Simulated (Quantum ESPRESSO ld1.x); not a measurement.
Values are calculated unless marked as measured or tabulated.
Spin polarisation of the 4d9 shell in Cd3+. Start: [Kr] 4d(up 4.5, down 4.5); electrons of 4d are moved from spin down to spin up, other shells keep equal spins. Level of theory: non-relativistic Kohn-Sham, LDA (Slater exchange, Perdew-Wang correlation), spin-polarised, spherical densities, point nucleus (ld1.x of Quantum ESPRESSO 7.5).

moment (Bohr magnetons)	E - E(0) (eV)	e(4d up) (eV)	e(4d down) (eV)	4p down minus up (eV)	4s down minus up (eV)	3d down minus up (eV)
0	0.000	-46.610	-46.610	0.000	0.000	0.000
0.25	-0.011	-46.700	-46.518	0.196	0.196	0.055
0.5	-0.046	-46.789	-46.424	0.391	0.393	0.109
0.75	-0.103	-46.876	-46.328	0.587	0.589	0.164
1	-0.183	-46.961	-46.231	0.783	0.785	0.219

At moment 1 the spin-polarisation energy is -0.183 eV and the 4d exchange splitting 0.731 eV, that is 0.731 eV per Bohr magneton; E = -I m^2/4 would give I = 0.730 eV.
